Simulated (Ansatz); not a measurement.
The same hydrolysis along the group Sc, Y.

Gas-phase electronic energies from Ansatz, PBE0-D4/def2-TZVP geometries. CCSD(T)/CBS adds triple-zeta CCSD(T) − MP2 to the extrapolated MP2 energy (def2 sets, frozen cores). This one scheme is used for every species. DFT in def2-TZVPP. B3LYP here is the variant with VWN-RPA as its local correlation; programs differ in this. Elements past krypton have def2 core potentials. For Sc, Y outer-core shells are correlated without core-valence functions, which leaves a few kJ/mol of doubt a bond. Scalar relativity is left out up to krypton. Each species was taken in one conformer, which may not be the lowest.

```csv
reaction,CCSD(T)/CBS(def2) (eV)
`[NH2][Sc]([NH2])[F]` + H₂O → `[NH2][Sc]([NH2])[OH]` + H–F,?
`[NH2][Y]([NH2])[F]` + H₂O → `[NH2][Y]([NH2])[OH]` + H–F,0.60
```

Problem. Fill in the missing values. (Estimate.)

Solution. The calculation gave: `[NH2][Sc]([NH2])[F]` + H₂O → `[NH2][Sc]([NH2])[OH]` + H–F: +0.54 eV.

Largest T1 diagnostic: 0.015, for `[NH2][Sc]([NH2])[F]`.
